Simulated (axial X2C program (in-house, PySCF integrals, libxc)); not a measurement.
# Spectroscopic constants of Cu₂

Computed with an in-house relativistic program for diatomic molecules. Spin-free means the one-electron spin-free X2C Hamiltonian; two-component (2c) means X2C with spin–orbit coupling and atomic mean-field two-electron Coulomb and Gaunt terms, so the difference of the two also holds small scalar two-electron terms. Basis: Cu dyall-cv3z [9s9p6d3f2g] (cores contracted in-house); Gaussian nuclei, density fitting, unrestricted open shells. Masses: Cu 62.930 u.

Input:
```json
{"zs": [29, 29], "q": 0, "bas": ["dyall-cv3z", "dyall-cv3z"], "levels": ["PBE0", "HF", "M06", "PW91", "B3LYP"], "cc": true, "r0": 2.24, "thr": -2.0, "nmax": 140}
```
```bash
python so2c.py task.json out
```

Keys: zs atomic numbers; q charge; bas basis sets; levels methods; cc coupled cluster on or off; r0 starting distance in Å; thr threshold in hartree for freezing inner shells (an s shell follows its p shell); nmax most natural virtual spinors. HF also brings MP2.

State, spin-free: M_S = 0, Λ = 0 (closed shell); electrons by block: σα: 13, σβ: 13, π+α: 6, π+β: 6, π-α: 6, π-β: 6, δ+α: 2, δ+β: 2, δ-α: 2, δ-β: 2. Fragments: Cu + Cu.

State, 2c: Ω = 0 (closed shell); electrons by block: 1/2: 19, -1/2: 19, 3/2: 8, -3/2: 8, 5/2: 2, -5/2: 2. Fragments: Cu + Cu.

```tsv
Hamiltonian	level	Re (Å)	ωe (cm⁻¹)	Be (cm⁻¹)	αe (cm⁻¹)	De (eV)	D0 (eV)	k (mdyn/Å)
spin-free	PBE0	2.236	259.7	0.1071	0.000612	1.91	1.89	1.25
spin-free	HF	2.400	196.6	0.09301	0.000539	n/a	n/a	0.717
spin-free	MP2	2.196	282.3	0.1111	0.000601	1.94	1.92	1.48
spin-free	CCSD	2.237	252.6	0.1071	0.000644	1.92	1.90	1.18
spin-free	CCSD(T)	2.215	265.3	0.1092	0.000624	n/a	n/a	1.3
spin-free	M06	2.223	275.1	0.1084	0.000572	2.18	2.17	1.4
spin-free	PW91	2.210	274.3	0.1097	0.000622	2.31	2.29	1.39
spin-free	B3LYP	2.243	257.2	0.1064	0.000618	1.95	1.94	1.23
2c	PBE0	2.237	259.5	0.1071	0.000612	1.91	1.89	1.25
2c	HF	2.401	196.5	0.09296	0.000538	n/a	n/a	0.716
2c	MP2	2.197	281.9	0.111	0.0006	1.94	1.92	1.47
2c	CCSD(T)	2.216	264.9	0.1091	0.000614	n/a	n/a	1.3
2c	M06	2.224	274.9	0.1084	0.000571	2.18	2.17	1.4
2c	PW91	2.211	274.0	0.1096	0.000622	2.31	2.29	1.39
2c	B3LYP	2.244	257.0	0.1064	0.000618	1.95	1.94	1.22
```

Correlated methods: 22 electrons correlated (number of frozen shells: Cu 3 s, 2 p), 298 virtual spin orbitals or spinors in MP2, 140 natural virtuals in coupled cluster.

The state is one determinant whose occupation by symmetry is held fixed; it was picked as the lowest of a PBE0 search that is not exhaustive. The closed shell is kept restricted, so the energy runs too high when the bond is stretched far. De is counted from the lowest determinant-based energies of the atoms at the same level, without counterpoise correction. De is not given where an atomic determinant may have missed its ground term or J level, or where the truncated virtual space spoils (T). CCSD and (T) use frozen natural virtuals with an MP2 correction for the truncation; (T) itself is uncorrected, so its De runs slightly low.

No reliable constants came from CCSD (2c): no minimum in range, unconverged points, a curve that is not smooth, a change of character along it, or the two Hamiltonians disagreeing along it.

Rough cost a point (2c) on 2 thread(s) of a shared host, integrals apart: PBE0 0.4 s, HF 0.19 s, CCSD(T) 80 s, M06 0.7 s, PW91 0.3 s, B3LYP 0.4 s.

The whole task took 21 min on 2 threads of Intel(R) Xeon(R) Platinum 8488C (Sapphire Rapids), on a shared host.
